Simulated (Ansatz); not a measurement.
Energy needed to pull apart C2H2ClSi (SMILES [C]#C[SiH2]Cl), doublet, into free ground-state atoms, from the structure below (displaced at random from its PBE0-D4/def2-TZVP minimum); no zero-point or spin–orbit terms; open-shell atoms are treated unrestricted, in their ground-state multiplicity.

C1  (0.861, -2.043, 1.063)
C2  (0.627, -1.109, 0.684)
Si3  (-0.172, 0.409, -0.191)
Cl4  (-1.814, 0.296, -1.169)
H5  (1.041, 0.821, -1.112)
H6  (-0.448, 1.507, 0.757)
(Å)

Computed with Ansatz 0.2.0 (basis: def2-TZVPP); correlated methods freeze the cores; orbitals are unrestricted.

```json
{"method": "PBE-D4", "atomization energy (kcal/mol)": "?"}
{"method": "r2SCAN-D4", "atomization energy (kcal/mol)": "?"}
{"method": "PBE0-D4", "atomization energy (kcal/mol)": "436.8"}
{"method": "wB97M-V", "atomization energy (kcal/mol)": "434.4"}
{"method": "HF", "atomization energy (kcal/mol)": "302.8"}
{"method": "MP2", "atomization energy (kcal/mol)": "426.9"}
{"method": "CCSD", "atomization energy (kcal/mol)": "404.5"}
{"method": "CCSD(T)", "atomization energy (kcal/mol)": "413.0"}
```

What does r2SCAN-D4 give? (Judge from chemistry; the value comes from the calculation.)

By the calculation: 438.5 kcal/mol, which is about 25.4 kcal/mol more than CCSD(T)/def2-TZVPP.

What does PBE-D4 give? (An estimate is asked for; the value comes from the calculation.)

The calculation gives: 444.1 kcal/mol, which is about 31.0 kcal/mol more than CCSD(T)/def2-TZVPP.

In triple zeta the MP2 and coupled-cluster atomization energies are still short of their basis limit by a few kcal/mol a bond, whereas those of the functionals are nearly converged, so these differences are not deviations from converged CCSD(T).

No T1 diagnostic of these runs exceeds 0.019. ⟨S²⟩ of the unrestricted Hartree–Fock references: 0.82 (a pure state has 0.75). The unrestricted reference is spin-contaminated, which hurts MP2 most.

For scale, one of the runs: CCSD(T)/def2-TZVPP forces, 174 basis functions (an equivalent command: `ansatz run in.yaml --threads 4`). Time: 11 min of wall clock on 4 CPU threads; the host was shared. Peak host memory: 6.7 GiB.
